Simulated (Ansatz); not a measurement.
Molecule: sum formula CrO2F, net charge 1, singlet state. 
Coordinates optimised at B3LYP-D3(BJ)/def2-TZVP (Ansatz, a program for electronic structure):
```xyz
4

Cr     0.1099     0.1706     0.1483
O      1.3014    -0.5102    -0.5241
O     -0.4820    -0.8182     1.1519
F     -1.0216     0.7258    -0.9536
```
Charge +1, spin multiplicity 1.

Total electronic energies in hartree. Correlated levels leave the core frozen unless marked. No spin-orbit coupling. The frozen core is the preceding noble-gas configuration, with the filled d and f shells of earlier blocks. No relativistic terms. CBS marks a two-point X^-3 extrapolation of the correlation energy; Hartree-Fock from the larger set. [CCSD(T)-MP2]/basis is that difference in the basis named. The program attaches cautions to a run behind HF/def2-TZVPP: large difference. The program attaches cautions to a run behind MP2/6-31G: large difference. The program attaches cautions to a run behind MP2/def2-TZVPP: large difference. The program attaches cautions to a run behind RI-MP2/CBS(def2-TZVPPD,def2-QZVPPD): large difference. The program attaches cautions to a run behind SCS-MP2/def2-SVPD: large difference. The program attaches cautions to a run behind CCSD/def2-SVPD: large difference. The program attaches cautions to a run behind CCSD/def2-TZVPPD: large difference. The program attaches cautions to a run behind CCSD(T)/STO-3G: large difference. The program attaches cautions to a run behind CCSD(T)/6-31G*: large difference. The program attaches cautions to a run behind CCSD(T)/def2-SVPD: large difference. The program attaches cautions to a run behind RI-MP2/CBS(def2-TZVPPD,def2-QZVPPD)+[CCSD(T)-MP2]/def2-TZVPPD: large difference.

The Hartree-Fock reference is unstable (checked in the largest basis), which strains HF and MP2. The T1 diagnostic of CCSD in the largest basis is 0.066, which is high, so the coupled-cluster rows are less sure than usual.

```
level                                                                 program  energy (Eh)
-------------------------------------------------------------  --------------  -----------
HF/def2-TZVPP                                                          Ansatz  -1291.93782
HF/def2-QZVPP                                                          Ansatz  -1291.97253
RI-HF/def2-TZVPP                                                       Ansatz  -1291.93767
RI-HF/def2-QZVPP                                                       Ansatz  -1291.97236
RI-HF/def2-QZVPPD                                                      Ansatz  -1291.97267
BLYP-D3(BJ)/def2-TZVPD                                         Ansatz + dftd3  -1294.63602
BLYP-D4/def2-TZVPD                                             Ansatz + dftd4  -1294.63644
PBE0/def2-QZVPP                                                        Ansatz            …
BHLYP-D3(BJ)/def2-TZVPD                                        Ansatz + dftd3  -1294.24909
CAM-B3LYP-D4/def2-TZVPD                                        Ansatz + dftd4  -1294.46860
LC-wPBE/def2-TZVPD                                                     Ansatz  -1294.15584
B2PLYP-D3(BJ)/def2-TZVPD                                       Ansatz + dftd3  -1294.19295
RPA@PBE/def2-QZVPP                                                     Ansatz  -1293.64929
MP2/6-31G                                                              Ansatz  -1292.50643
MP2/def2-TZVPP                                                         Ansatz  -1293.23165
RI-MP2/CBS(def2-TZVPPD,def2-QZVPPD)                                    Ansatz   -1293.3834
SCS-MP2/def2-SVPD                                                      Ansatz  -1292.49978
CCSD/def2-SVPD                                                         Ansatz  -1292.41851
CCSD/def2-TZVPPD                                                       Ansatz  -1293.04105
CCSD(T)/STO-3G                                                         Ansatz  -1278.33795
CCSD(T)/6-31G*                                                         Ansatz  -1292.71601
CCSD(T)/def2-SVPD                                                      Ansatz  -1292.49839
RI-MP2/CBS(def2-TZVPPD,def2-QZVPPD)+[CCSD(T)-MP2]/def2-TZVPPD          Ansatz   -1293.2896
```

**Question.** Complete the blanks.

**Answer.** 
- PBE0/def2-QZVPP, energy (Eh): -1294.06835
